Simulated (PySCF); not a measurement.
# Distorted geometries of Pt3

Pt3 (triplet). PySCF 2.14.0, UKS BP86, Pt def2-SVP with ECP60; non-relativistic Hamiltonian with scalar-relativistic core potentials where named; density fitting; no spin-orbit coupling. Relaxed geometry:

```xyz
3

Pt    1.4574    0.0000    0.0000
Pt   -0.7287    1.2622    0.0000
Pt   -0.7287   -1.2622    0.0000
```

**Question.** Order these distorted geometries by energy above the relaxed one, lowest first.
A.
```xyz
3

Pt    1.4808    0.0891   -0.0693
Pt   -0.6912    1.2747    0.1480
Pt   -0.7896   -1.3638   -0.0787
```
B.
```xyz
3

Pt    1.4448    0.0519    0.0345
Pt   -0.7486    1.2798   -0.0262
Pt   -0.6961   -1.3317   -0.0083
```
C.
```xyz
3

Pt    1.6082    0.1540    0.0568
Pt   -0.6563    1.2075   -0.0346
Pt   -0.9519   -1.3615   -0.0222
```

**Answer.** B (0.03 eV), A (0.17 eV), C (0.47 eV).

**Question.** Which forces (eV/Å) act in the one that lies 0.17 eV up?

**Answer.** 
```
Pt  -0.80 -0.61  0.00
Pt  -0.12 -0.84 -0.09
Pt   0.92  1.45  0.09
```
Forces carry noise of the integration grid, about 0.01 to 0.03 eV/Å.

Open shells may have lower solutions than the one found.
